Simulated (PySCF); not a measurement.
A structure optimised at PBE-D3(BJ)/def2-SVP, used in a PySCF frequency run:

```xyz
13

C      1.9934     0.6449    -1.5545
Si     0.6838    -0.6367    -1.0645
Si    -0.3906     0.0454     0.9067
N     -1.1846     1.5417     0.5464
F     -1.4098    -1.1619     1.4019
H      2.4520     0.3978    -2.5328
H      1.5298     1.6493    -1.6237
H      2.7996     0.6923    -0.7951
H      1.3002    -2.0022    -0.9023
H     -0.3665    -0.7389    -2.1456
H      0.5159     0.3199     2.0741
H     -1.5306     2.1435     1.2984
H     -1.7847     1.6136    -0.2791
```
Charge 0, spin multiplicity 1.

Problem. Write its SMILES and formula.

Solution. C[SiH2][Si@@H](N)F, CH8FNSi2

Problem. What are its rotational constants (standard atomic weights)?

Solution. 4.5697, 1.7245, 1.3939 GHz
